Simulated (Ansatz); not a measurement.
## Molecular dynamics of CH₂BNO

input.yaml

```yaml
crystal:
  periodic: [false, false, false]
  atoms:
    - { symbol: "N", position_ang: [-0.164502, 1.250713, -0.420399] }
    - { symbol: C, position_ang: [-0.205658, 0.359675, 0.459631] }
    - { symbol: B, position_ang: [0.250651, -1.068832, 0.152411] }
    - { symbol: O, position_ang: [0.507974, -2.148482, -0.291623] }
    - { symbol: H, position_ang: [0.156692, 0.891569, -1.332139] }
    - { symbol: H, position_ang: [-0.554008, 0.657916, 1.4576] }
basis:
  gaussian: { orbitals: def2-SVP }
hamiltonian:
  xc: { name: BHLYP }
  dispersion: d4
md:
  timestep: 0.5
  n_steps: 100
  ensemble: nve
  temperature: 700.0
  initial_velocities: maxwell_boltzmann
  seed: 501403
scf:
  lower_state_search: "off"
```

Launched with:

```bash
$ ansatz run input.yaml --threads 1 --pin off --max-ram 2048MiB --backend cpu --events-out ev --progress --plain --runs-dir out
```

It goes on from the last frame of an earlier run, with new velocities.

Output, in part (step lines, the closing report, with atoms numbered from 0):

```
md step     0: t =     0.00 fs  T =   700.0 K  F+E_penalty+E_count = -5276.29016210 eV  E_kin = 0.361928 eV  conserved = -5275.92823411 eV  (15 SCF iters)
[... lines left out ...]
Total energy: -5275.98710367 eV, -193.8889498675 hartree
Atom 0 at    -0.190713     1.417342    -0.270520 Å, force    -0.757366     1.285912     0.639993 eV/Å
Atom 1 at    -0.181257     0.307684     0.298461 Å, force     0.829843    -0.474627    -1.938187 eV/Å
Atom 2 at     0.229256    -1.089264    -0.215650 Å, force     0.092735    -1.986475     1.363583 eV/Å
Atom 3 at     0.527730    -2.248741    -0.050187 Å, force    -0.227752     1.339324    -1.004929 eV/Å
Atom 4 at    -0.072557     1.409554    -1.261227 Å, force     0.395463    -0.309990    -0.749969 eV/Å
Atom 5 at    -0.335415     0.254423     1.339532 Å, force    -0.332921     0.145856     1.689508 eV/Å
Dipole moment:    -0.099392     0.322224    -0.222160 e Å
```

The steps, from the saved trajectory:

```
time (fs)  T (K)  potential energy less start (eV)  conserved less start (meV/atom)
      0.0    700                             0.000                             0.00
      1.5    636                             0.034                             0.12
      3.0    556                             0.076                             0.20
      4.5    567                             0.070                             0.10
      6.0    543                             0.081                             0.03
      7.5    427                             0.142                             0.22
      9.0    439                             0.136                             0.14
     10.5    484                             0.112                             0.04
     12.0    421                             0.145                             0.16
     13.5    399                             0.157                             0.20
     15.0    469                             0.120                             0.07
     16.5    465                             0.122                             0.05
     18.0    384                             0.165                             0.23
     19.5    446                             0.132                             0.12
     21.0    520                             0.093                             0.04
     22.5    483                             0.113                             0.16
     24.0    483                             0.113                             0.18
     25.5    550                             0.078                             0.10
     27.0    572                             0.066                             0.08
     28.5    538                             0.085                             0.19
     30.0    576                             0.065                             0.10
     31.5    584                             0.060                             0.05
     33.0    482                             0.113                             0.14
     34.5    400                             0.156                             0.20
     36.0    418                             0.146                             0.13
     37.5    437                             0.136                             0.04
     39.0    350                             0.182                             0.15
     40.5    291                             0.212                             0.14
     42.0    262                             0.227                             0.07
     43.5    172                             0.274                             0.16
     45.0    131                             0.296                             0.21
     46.5    199                             0.259                             0.10
     48.0    228                             0.244                             0.03
     49.5    137                             0.292                             0.20
```

The run went to its last step. The conserved energy stayed within 0.24 meV per atom of its start (net change 0.23 meV per atom), so the integration is sound. A run of 0.05 ps of so small a system gives no equilibrium averages.

The same pairs are bonded in the first frame and the last. Pairs count as bonded within 1.25 times the sum of covalent radii (0.12 Å more for H–H).

Last frame:

```xyz
6
Properties=species:S:1:pos:R:3
N -0.191 1.417 -0.271
C -0.181 0.308 0.298
B 0.229 -1.089 -0.216
O 0.528 -2.249 -0.050
H -0.073 1.410 -1.261
H -0.335 0.254 1.339
```

Run time: 120 s on 1 thread of Arm Neoverse V1, on a shared host, peak memory 0.11 GiB.
